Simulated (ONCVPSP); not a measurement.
What one change does to a pseudopotential (Rh (Z = 45), ONCV)

rhodium, optimised norm-conserving Vanderbilt (ONCV), made with ONCVPSP 4.0.1 (LDA (Perdew-Zunger), scalar-relativistic). Core [Ar] 3d10, reference 4s2 4p6 4d6 (charge +3). Waves: 4s: rc 1.65 bohr, ncon 4, nbas 8, qcut 9.4 1/bohr, 3 projectors, debl 1.5 Ha; 4p: rc 1.30 bohr, ncon 5, nbas 9, qcut 8.3 1/bohr, 2 projectors, debl 1.5 Ha; 4d: rc 2.05 bohr, ncon 5, nbas 10, qcut 6.6 1/bohr, 2 projectors, debl 0.8 Ha. Local part: polynomial inside 0.95 bohr (lpopt 5, dvloc0 1 Ha). Core correction: none.

In the s channel the program set the typed energies aside and used -4.358, 0.050, 1.550 Ha. In the p channel the program set the typed energies aside and used -3.167, 0.250 Ha. In the d channel the program set the typed energies aside and used -1.460, 0.250 Ha.

All-electron outer shells of the reference configuration (LDA (Perdew-Zunger), scalar-relativistic, ld1.x):

```json
{"shell": "4s", "level (eV)": "-118.57", "outermost node (bohr)": "0.47", "outermost maximum (bohr)": "0.88"}
{"shell": "4p", "level (eV)": "-86.17", "outermost node (bohr)": "0.47", "outermost maximum (bohr)": "0.93"}
{"shell": "4d", "level (eV)": "-39.73", "outermost node (bohr)": "0.46", "outermost maximum (bohr)": "1.11"}
```

Change: s: qcut 7.9.

Cutoffs: the cutoffs (Ha) at which the residual kinetic energy of the hardest occupied pseudo-wave falls to 1 and 0.1 mHa per electron; they do not see the model core or the augmentation charge, which bear on the density cutoff. Errors are all-electron minus pseudo energies relative to the spin-unpolarised reference configuration.

Task: What does the change do?

Result: The potential gets neither clearly harder nor softer (34 Ha and 132 Ha → 34 Ha and 132 Ha); the p channel sets the loose cutoff, while the largest relative change is in s, which becomes softer; the errors of the 4 common tests hardly move; neither file shows a bound ghost.

| quantity | base | changed |
| --- | --- | --- |
| cutoff, loose | 34 Ha | 34 Ha |
| cutoff, tight | 132 Ha | 132 Ha |
| loose cutoff by channel | s 26 Ha, p 34 Ha, d 19 Ha | s 21 Ha, p 34 Ha, d 19 Ha |
| bound ghosts | none | none |
| GHOST(+) flags under 300 eV | none | s at 292.6 eV |
| error for 4s2 4p6 4d8 5s1, meV [ΔE -60.29 eV] | +39 | +39 |
| error for 4s2 4p6 4d8, meV [ΔE -52.50 eV] | +54 | +54 |
| error for 4s2 4p6 4d7, meV [ΔE -32.74 eV] | +23 | +23 |
| error for 4s2 4p6 4d7 5s1, meV [ΔE -48.95 eV] | +17 | +16 |
| s: phases at 1.67 bohr within 0.05 rad from the reference energy up to (Ha; the scan ends near 5) | to the end of the scan | to the end of the scan |
| p: phases at 1.32 bohr within 0.05 rad from the reference energy up to (Ha; the scan ends near 5) | to the end of the scan | to the end of the scan |
| d: phases at 2.08 bohr within 0.05 rad from the reference energy up to (Ha; the scan ends near 5) | to the end of the scan | to the end of the scan |
